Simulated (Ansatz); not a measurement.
`[SH][Mg][SH]` + `[F][Hf]([Cl])([Cl])[Cl]` → `[F][Mg][SH]` + `[SH][Hf]([Cl])([Cl])[Cl]`  (redistribution)

Computed with Ansatz on PBE0-D4/def2-TZVP structures; ΔE is electronic, products minus reactants. CCSD(T)/CBS is the MP2 limit (def2-TZVPP, def2-QZVPP) plus CCSD(T) − MP2 in def2-TZVPP, frozen cores. DFT in def2-TZVPP. def2 core potentials past Kr. For Hf, Mg outer-core shells are correlated without core-valence functions, which leaves a few kJ/mol of doubt a bond. Each species was taken in one conformer, which may not be the lowest.

```csv
level,ΔE (kcal/mol)
LDA (SPW92),10.6
r2SCANh,11.0
HF/def2-QZVPP,12.9
MP2/def2-QZVPP,6.6
```

**Question.** What does CCSD(T)/CBS give? (Estimate.)

**Answer.** Computed: +8.9 kcal/mol. The listed levels differ from it by 1.7, 2.1, 4.0, -2.3 kcal/mol.

**Question.** What do rigid-rotor, harmonic-oscillator terms from PBE0-D4/def2-TZVP frequencies (298.15 K, 1 bar) make of the CCSD(T)/CBS value? (Best estimate.)

**Answer.** The calculation gave: ΔZPE = -0.2 kcal/mol, ΔH = +8.8 kcal/mol, ΔS = 13 J/(mol·K), ΔG = +7.8 kcal/mol.

Largest T1 diagnostic among the species: 0.014.

Leaving LDA and LC-ωPBE aside and taking each functional with its dispersion term where it has one, the values, not all of them listed here, spread over 2.1 kcal/mol, from BLYP-D4 to ωB97X-V. In def2-TZVPP, CCSD(T) changes the Hartree–Fock value by −4.1 kcal/mol (the triples alone add −0.7 kcal/mol) and MP2 by −6.3 kcal/mol.
